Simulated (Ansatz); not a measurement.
Input file for Ansatz (a first-principles code): R-CCSD(T)/cc-pVQZ on C3H2 (SMILES [C]=C=C), 2S+1 = 1, a spin state set in the input, which need not be the lowest.

Ansatz 0.2 input:
```yaml
crystal:
  periodic: [false, false, false]
  atoms:
    - {symbol: C, position_ang: [1.47441757, -0.02100799, -0.14116441]}
    - {symbol: C, position_ang: [0.20015219, -0.00285184, -0.01916307]}
    - {symbol: C, position_ang: [-1.11399152, 0.01587252, 0.10665632]}
    - {symbol: H, position_ang: [-1.68816214, 0.92699841, -0.04050815]}
    - {symbol: H, position_ang: [-1.67530731, -0.87907457, 0.36253509]}
basis:
  gaussian:
    orbitals: cc-pVQZ
magnetization: {spin_polarized: false}
correlation: {method: ccsd_t, electrons: outside_noble_gas}
scf: {omitted_lower_state_checks: [cluster_reference]}
```

Program output:

```
WARN ansatz: RAYON_NUM_THREADS=1 ignored (pool sized by the plan → 1); use --threads N
Functional definition: HF
these checks for a lower state are left out or cut short: cluster_reference
integrals: 1.17 GiB planned
1324 factors; integrals over basis functions are off by at most 7.6e-4 eV
mean field: 0.58 GiB planned
mean field evaluation 1: about -3117.6385 eV, gradient 2.3e1 eV
mean field evaluation 2: about -3117.6401 eV, gradient 2.3e1 eV
mean field evaluation 4: about -3119.4420 eV, gradient 3.7e0 eV
mean field evaluation 8: about -3119.5032 eV, gradient 2.4e-1 eV
mean field -3119.50389483 eV, -114.6396536594 hartree, gradient 3.4e-6 eV, S^2 0.000000; 0 other end points of the search recorded, 0 dependent functions left out; unrestricted orbitals would lower it
3 core orbitals not correlated
reference -3119.50389483 eV, -114.6396536594 hartree; 7, 7 occupied and 215, 215 virtual orbitals, 1324 factors
second order -12.41969655 eV of doubles, -0.00000000 eV of singles
coupled cluster: 1.81 GiB planned
cycle   1  -12.44520135 eV  change   -2.6e-2 eV  update   1.0e-1
cycle   2  -12.85500365 eV  change   -4.1e-1 eV  update   3.7e-2
cycle   3  -12.97821377 eV  change   -1.2e-1 eV  update   2.0e-2
cycle   4  -12.97336247 eV  change    4.9e-3 eV  update   5.3e-3
cycle   5  -12.97153099 eV  change    1.8e-3 eV  update   2.0e-3
cycle   6  -12.97229662 eV  change   -7.7e-4 eV  update   5.9e-4
cycle   7  -12.97210501 eV  change    1.9e-4 eV  update   2.2e-4
cycle   8  -12.97211500 eV  change   -1.0e-5 eV  update   7.2e-5
cycle   9  -12.97214270 eV  change   -2.8e-5 eV  update   2.5e-5
cycle  10  -12.97212792 eV  change    1.5e-5 eV  update   8.5e-6
perturbative correction -0.75407970 eV, -0.0277119177 hartree
Total energy: -3133.23010245 eV, -115.1440824853 hartree
Checks for a lower state left out: cluster_reference
```

The run converged.

Cost: very roughly 50 core-seconds.
